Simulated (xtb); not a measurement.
BiI2, doublet, geometry from GFN2-xTB (such geometries of metal compounds can be far from the true shape) (the spin is typed, not shown lowest).

Input for xtb:
```
$ xtb mol.xyz --gfn 1 --uhf 1 --alpb thf --json

# file mol.xyz
3

Bi     0.89619474     0.44438201     0.28746279
I     -1.04089611     1.21333620    -1.58129724
I     -0.36257867    -1.90925520     1.13111966
```

Task: What is the computed total energy (xtb with GFN1-xTB with ALPB(thf))?

Result: -10.166334 Ha

Task: What dipole moment does GFN1-xTB with ALPB(thf) give?

Result: 4.83 D

Task: Give the partial charges in atom order at the level GFN1-xTB with ALPB(thf).

Result: Bi1 0.42, I2 -0.21, I3 -0.21
